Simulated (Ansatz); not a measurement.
Relaxation of C3H9ClSi (14 atoms, charge 0, multiplicity 1), to a largest force component of 0.02 eV/Å in at most 40 steps.

Computed with RHF/6-31G (Ansatz 0.2.0).

```xyz
14
Properties=species:S:1:pos:R:3
Si 0.000 0.000 0.000
Cl 0.000 0.000 2.130
C 1.763 0.000 -0.623
H 2.111 -1.046 -0.751
H 1.812 0.528 -1.598
H 2.415 0.519 0.111
C -0.881 1.526 -0.623
H -1.933 1.272 -0.867
H -0.862 2.311 0.162
H -0.370 1.903 -1.534
C -0.881 -1.526 -0.623
H -1.380 -2.038 0.226
H -1.641 -1.233 -1.377
H -0.145 -2.215 -1.088
```

**Question.** Where does it end, and by what steps?

**Answer.** It converged. The force dipped under the threshold on the way, but the program's further checks kept it going. Limits of this set-up: no polarisation functions. After 11 steps the energy has fallen by 0.448 eV; H13 moved furthest, 0.89 Å.

| step | energy less start (eV) | largest force component (eV/Å) | accepted |
| --- | --- | --- | --- |
| 0 | 0.0000 | 1.339 | yes |
| 1 | -0.2906 | 0.523 | yes |
| 2 | -0.3483 | 0.357 | yes |
| 3 | -0.3942 | 0.178 | yes |
| 4 | -0.4245 | 0.241 | yes |
| 5 | -0.4077 | 0.770 | no |
| 6 | -0.4352 | 0.054 | yes |
| 7 | -0.4412 | 0.142 | yes |
| 8 | -0.4446 | 0.217 | yes |
| 9 | -0.4475 | 0.063 | yes |
| 10 | -0.4479 | 0.002 | yes |
| 11 | -0.4480 | 0.017 | yes |

```xyz
14
Properties=species:S:1:pos:R:3
Si 0.006 -0.034 -0.101
Cl 0.038 -0.239 2.107
C 1.824 0.045 -0.647
H 2.355 -0.853 -0.357
H 1.885 0.143 -1.727
H 2.327 0.894 -0.200
C -0.939 1.574 -0.464
H -1.949 1.526 -0.077
H -0.444 2.425 -0.010
H -0.991 1.742 -1.536
C -0.890 -1.574 -0.758
H -1.899 -1.632 -0.366
H -0.948 -1.538 -1.842
H -0.365 -2.478 -0.475
```

Whether the end is a true minimum wasn't checked by a vibrational analysis.

Time of the run: 34 s on 1 thread of Arm Neoverse V1, with other jobs on the host, peak memory 0.15 GiB.
